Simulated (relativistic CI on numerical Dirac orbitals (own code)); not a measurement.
# Spin-allowed bands of a d3 ion in a tetrahedral site, by hand

Problem. Take Δ = 6900 cm⁻¹ and B = 920 cm⁻¹ for a d3 ion in a tetrahedral site. Calculate the three spin-allowed bands.

Working.
1. The terms of highest spin are 4F (energy 0) and 4P (15B = 13800 cm⁻¹). Here the F term splits into A2 at +1.2Δ = 8280, T2 at +0.2Δ = 1380 and T1 at −0.6Δ = -4140 cm⁻¹.
2. The two T1 states mix through the element 0.4Δ: H = [[-4140, 2760], [2760, 13800]], with roots ½(H₁₁ + H₂₂) ∓ ½√[(H₂₂ − H₁₁)² + 4H₁₂²] = ½(9660) ∓ ½(18770) = -4555 and 14215 cm⁻¹.
3. The ground term is 4T1 at -4555 cm⁻¹.
4. Bands: 4T2 5935 cm⁻¹ (1685 nm), 4A2 12835 cm⁻¹ (779 nm), 4T1(P) 18770 cm⁻¹ (533 nm).

Check. Exact diagonalisation of the whole d3 shell with these parameters gives 4T2 5935, 4A2 12835, 4T1 18770 cm⁻¹. The match is exact, since without spin-orbit coupling no other term has this spin. The ratio of the second band to the first, 2.163, depends on Δ/B = 7.5 alone, which is how a Tanabe-Sugano diagram is read.
